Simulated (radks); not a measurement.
Sm19+, configuration [Kr] 4d7 (the NIST ground configuration).

All-electron calculation, scalar-relativistic Kohn-Sham, LDA (Slater exchange, VWN5 correlation), spin-polarised, spherical densities, finite nucleus; open shells are filled with parallel spins first (spin-orbit coupling, left out, can overturn this in heavy ions); Fermi nuclear charge, rms radius 5.0819 fm. Program: a radial shooting solver on a logarithmic mesh with Libxc functionals.

Energy parts (eV):
| part | energy |
|---|---|
| total | -279806.94 |
| kinetic | 299256.02 |
| electron-nucleus | -659884.13 |
| Hartree | 86530.96 |
| exchange-correlation | -5709.78 |

Orbitals (lengths in bohr, moments of r in powers of bohr; r(max) is where P^2 peaks):
| orbital | occ. | eigenvalue (eV) | <r> | r(max) | <r^4> |
|---|---|---|---|---|---|
| 1s up | 1 | -47118.90 | 0.02276 | 0.01451 | 1.321e-06 |
| 1s down | 1 | -47118.82 | 0.02276 | 0.01451 | 1.321e-06 |
| 2s up | 1 | -8113.815 | 0.09708 | 0.08223 | 0.0002125 |
| 2s down | 1 | -8111.863 | 0.09707 | 0.08222 | 0.0002125 |
| 2p up | 3 | -7294.829 | 0.08550 | 0.06637 | 0.0001574 |
| 2p down | 3 | -7293.228 | 0.08549 | 0.06636 | 0.0001573 |
| 3s up | 1 | -2156.040 | 0.2546 | 0.2336 | 0.008252 |
| 3s down | 1 | -2154.721 | 0.2545 | 0.2336 | 0.008234 |
| 3p up | 3 | -1899.943 | 0.2527 | 0.2289 | 0.008583 |
| 3p down | 3 | -1898.544 | 0.2526 | 0.2289 | 0.008559 |
| 3d up | 5 | -1553.674 | 0.2300 | 0.1872 | 0.006849 |
| 3d down | 5 | -1551.877 | 0.2299 | 0.1873 | 0.006831 |
| 4s up | 1 | -782.8800 | 0.5536 | 0.5276 | 0.1677 |
| 4s down | 1 | -778.0271 | 0.5538 | 0.5274 | 0.1682 |
| 4p up | 3 | -693.9128 | 0.5758 | 0.5458 | 0.2018 |
| 4p down | 3 | -689.1235 | 0.5762 | 0.5457 | 0.2028 |
| 4d up | 5 | -569.1956 | 0.5979 | 0.5557 | 0.2507 |
| 4d down | 2 | -564.4856 | 0.5988 | 0.5557 | 0.2529 |
| 5s up | 0 | -388.2547 | 1.036 | 1.033 | 1.928 |
| 5s down | 0 | -386.0619 | 1.040 | 1.035 | 1.956 |
| 5p up | 0 | -352.8220 | 1.090 | 1.088 | 2.391 |
| 5p down | 0 | -350.8503 | 1.094 | 1.092 | 2.430 |

The highest occupied level is 4d down at -564.49 eV. The electron density at the nucleus is 5.544e+05 e/bohr^3 (large components only). The spin density at the nucleus is -7.892 e/bohr^3 (1s -1.190, 2s -5.695, 3s -2.214, 4s 1.207). Spin moment in Bohr magnetons: 3.
